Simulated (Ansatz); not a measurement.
`FC(I)[SiH2]Cl`, relaxed with RKS PBE0-D4/def2-TZVP in Ansatz 0.2.0 from a PBE-D4/def2-SVP geometry. The force threshold is 0.005 eV/Å; the program also tests the step.

Charge 0, multiplicity 1. I: def2 effective core potential.

Start:

```xyz
8

F     1.765   -0.711    0.557
C     0.501   -0.823    0.037
I    -0.775   -2.035    1.368
Si   -0.245    0.931   -0.145
Cl   -2.031    0.787   -1.187
H     0.531   -1.417   -0.900
H    -0.469    1.514    1.214
H     0.723    1.755   -0.945
```

**Question.** By how much does the energy fall, and how many steps does the optimiser take? (Estimate.)

**Answer.** Ansatz gave: 0.05 eV, in 6 steps.

**Question.** Which bonds change most? (An estimate is asked.)

**Answer.** Computed: C2–I3 from 2.207 to 2.151 Å; Si4–Cl5 from 2.073 to 2.045 Å; Si4–H8 from 1.501 to 1.482 Å; C2–H6 from 1.111 to 1.091 Å.

**Question.** Give the relaxed structure. (Estimate.)

**Answer.** Computed: 
```xyz
8

F     1.757   -0.741    0.550
C     0.488   -0.819    0.040
I    -0.753   -1.990    1.350
Si   -0.238    0.923   -0.140
Cl   -1.995    0.768   -1.174
H     0.517   -1.389   -0.890
H    -0.481    1.500    1.197
H     0.704    1.747   -0.933
```
